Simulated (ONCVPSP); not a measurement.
# Configuration tests for sulfur (ONCV)

ONCVPSP 4.0.1 input, shortened (lines: element, Z, core and valence counts, functional; n l f; lmax; l rc ep ncon nbas qcut; lloc lpopt rc5 dvloc0; l nproj debl; icmod fcfact rcfact), PBE, scalar-relativistic:

```
  S 16.00    3    2        4      upf
    1    0    2.00
    2    0    2.00
    2    1    6.00
    3    0    2.00
    3    1    2.50
    2
    0    1.40    0.00    5    8    4.20
    1    1.40    0.00    4    9    5.80
    2    1.45    0.42    4    8    6.80
    0    5    1.40    0.00
    0    0    1.10
    1    2    1.20
    2    2    0.90
    0    0.00    0.00
```

In the d channel the program set the typed energies aside and used 0.050, 0.950 Ha.

Energies are relative to the spin-unpolarised reference configuration 3s2 3p2.5; without spin polarisation the order of configurations can differ from experiment.

**Question.** Give the all-electron excitation energy and the error of the potential for: 3s2 3p4; 3s2 3p3; 3s2 3p2; 3s2 3p3.5.

**Answer.**

```tsv
valence configuration	charge	ΔE all-electron (eV)	error AE − PS (meV)
3s2 3p4	0	-21.512	+4.8
3s2 3p3	+1	-9.743	+1.5
3s2 3p2	+2	12.540	+0.9
3s2 3p3.5	+0.5	-16.852	+3.4
```

Levels in the configuration 3s2 3p2:

```csv
level,all-electron (eV),pseudo (eV)
3s,-39.396,-39.388
3p,-27.979,-27.972
```
